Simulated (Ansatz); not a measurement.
Ideal-gas functions of CH5OSbTe (`[CH3][Sb]([OH])[TeH]`) at 800 K and 1 bar, from an Ansatz frequency run at PBE0-D4/def2-TZVP.

Molar mass 282.41 g/mol, point group C1 (symmetry number 1), electronic degeneracy 1, moments of inertia 126.886, 628.21, 650.049 u Å². Harmonic wavenumbers (cm⁻¹, unscaled): 106, 125, 137, 178, 188, 198, 245, 501, 536, 603, 769, 786, 907, 1227, 1440, 1446, 2147, 3065, 3167, 3180, 3878.

Use S(trans) = R[1.5 ln M + 2.5 ln T − 1.1517]; rotational temperatures θ = 24.2544 K / I; S(rot) = R[ln(√π/σ · √(T³/θAθBθC)) + 1.5]; for each mode x = 1.438777 ν̃/T, S = R[x/(eˣ − 1) − ln(1 − e⁻ˣ)] and H = RT x/(eˣ − 1); 1 cm⁻¹ = 0.0119627 kJ/mol; R = 8.31446 J/(mol·K).

Task: By hand: the entropy, in J/(mol·K).

Result: Translation 199.8. Rotation: θ = 0.1912, 0.0386, 0.0373 K, giving 134.7. Vibration, mode by mode: 22.11, 20.74, 19.98, 17.82, 17.37, 16.94, 15.20, 9.46, 8.93, 8.04, 6.25, 6.10, 5.11, 3.24, 2.40, 2.38, 0.87, 0.22, 0.19, 0.18, 0.06, in all 183.6. Electronic 0.0. Sum 518.1 J/(mol·K).

Task: By hand: H − E and G − E in kJ/mol, counted from the electronic energy.

Result: Zero-point energy ½ × 24829 × 0.0119627 = 148.5; thermal vibration 66.0; translation, rotation and pV give 4 RT = 26.6. H − E = 241.1 kJ/mol, and G − E = 241.1 − 800 × 518.1/1000 = -173.4 kJ/mol.

Vibration gives 35 % of the entropy, 62.8 J/(mol·K) of it from the modes under 150 cm⁻¹: soft modes count most, and the harmonic formula is weakest for them. The sum counts one conformer and one mirror image; others add a mixing term.
